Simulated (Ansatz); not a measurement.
`FC1(F)CC1(F)F` + H₂ → `FC1CC1(F)F` + H–F at 400 K and 1 bar (hydrogenolysis of a C–F bond).

Gas-phase electronic energies from Ansatz, PBE0-D4/def2-TZVP geometries. CBS: MP2 limit from def2 TZ/QZ plus the TZ coupled-cluster correction, frozen cores. This one scheme is used for every species.

| species | CCSD(T)/CBS energy (Eh) | H − E (kJ/mol) | S (J/(mol·K)) |
| --- | --- | --- | --- |
| `FC1(F)CC1(F)F` | -514.45613 | 160.4 | 351.1 |
| H₂ | -1.17544 | 38.0 | 139.0 |
| `FC1CC1(F)F` | -415.27314 | 178.5 | 336.9 |
| H–F | -100.39570 | 36.5 | 182.2 |

H − E and S are ideal-gas, rigid-rotor, harmonic terms from PBE0-D4/def2-TZVP, for one conformer and one mirror image of each species. The MP2-based limit puts H₂ 0.8 mEh under its directly extrapolated value; such offsets cancel only in part. 1 Eh = 2625.50 kJ/mol, R = 8.31446 J/(mol·K).

**Question.** By hand: ΔE, ΔH, ΔS and ΔG.

**Answer.** ΔE = (-415.27314) + (-100.39570) − (-514.45613) − (-1.17544) = -0.03727 Eh = -97.9 kJ/mol. Δ(H − E) = 178.5 + 36.5 − 160.4 − 38.0 = 16.6, so ΔH = -81.3 kJ/mol. ΔS = 336.9 + 182.2 − 351.1 − 139.0 = 29.0 J/(mol·K). ΔG = -81.3 − 400 × (29.0)/1000 = -92.9 kJ/mol.

**Question.** By hand: the equilibrium constant, and the temperature at which ΔG would vanish if ΔH and ΔS stayed fixed.

**Answer.** log₁₀ K = −ΔG/(RT ln 10) = 12.1. ΔH and −TΔS have one sign here, so there is no such temperature.

ΔH outweighs TΔS. A doubt of 5 kJ/mol in ΔE shifts log₁₀ K by 0.7 here. Other conformers and mirror images would add mixing entropy, several J/(mol·K) or more a flexible species. These are equilibria of isolated gas molecules and say nothing of rates. Largest T1 diagnostic: 0.012 (customary marks: 0.02 for closed shells, 0.045 for open ones).
